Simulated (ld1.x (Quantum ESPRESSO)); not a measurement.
## Before and after: TM potential for oxygen

```
Element                 : O
Generator               : ld1.x (Quantum ESPRESSO) 7.5
Type                    : norm-conserving Troullier–Martins (Kleinman–Bylander form)
Functional              : PBE
Relativity              : scalar-relativistic
Frozen core             : [He]
Valence charge          : 6
Reference configuration : 2s1.5 2p4.5
Partial waves           : 2s (bound): rc 0.60 bohr; 2p (bound): rc 2.00 bohr; 3d channel at 0.05 Ry: rc 1.80 bohr
Local potential         : the d channel
Core correction         : none
```

All-electron outer shells of the reference configuration (PBE, scalar-relativistic, ld1.x):

```json
{"shell": "1s", "level (eV)": "-515.06", "outermost node (bohr)": "–", "outermost maximum (bohr)": "0.13"}
{"shell": "2s", "level (eV)": "-24.20", "outermost node (bohr)": "0.28", "outermost maximum (bohr)": "0.87"}
{"shell": "2p", "level (eV)": "-9.25", "outermost node (bohr)": "–", "outermost maximum (bohr)": "0.82"}
```

Change: core correction a·sin(br)/r model core inside 0.24 bohr.

Cutoffs: the cutoffs (Ry, on a coarse ladder) from which the occupation-weighted sum of valence levels, in a spherical-Bessel basis at the reference potential, stays within 10 and 1 mRy of its value at 400 Ry; they do not see the model core or the augmentation charge, which bear on the density cutoff. Errors are all-electron minus pseudo energies relative to the spin-unpolarised reference configuration.

Q: How do hardness, ghosts and transferability respond?

A: Of the 7 tests that both files solve, the error grows in 3 and shrinks in 0 by more than 15 % and 0.3 meV (median size 48.3 → 51.3 meV); neither file shows a bound ghost. A model core, the more so a compact one, raises the density cutoff, which this test does not measure.

```tsv
quantity	base	changed
cutoff, loose	180 Ry	180 Ry
cutoff, tight	over 300 Ry	over 300 Ry
bound ghosts	none	none
error for 2s2 2p4, meV [ΔE -7.47 eV]	+1.4	-3.8
error for 2s2 2p3, meV [ΔE 8.96 eV]	+163	+152
error for 2s2 2p2, meV [ΔE 42.55 eV]	+849	+825
error for 2s2 2p1, meV [ΔE 96.42 eV]	+2794	+2748
error for 2s1 2p4, meV [ΔE 24.19 eV]	-48	-51
error for 2s2 2p4.3, meV [ΔE -9.59 eV]	-12	-16
error for 2s0 2p6, meV [ΔE 22.47 eV]	-2.6	-30
s: phases at 2.20 bohr within 0.05 rad from the reference energy up to (Ry; the scan ends near 5)	1.7	1.7
p: phases at 2.20 bohr within 0.05 rad from the reference energy up to (Ry; the scan ends near 5)	1.5	1.5
d: phases at 2.20 bohr within 0.05 rad from the reference energy up to (Ry; the scan ends near 5)	to the end of the scan	to the end of the scan
```
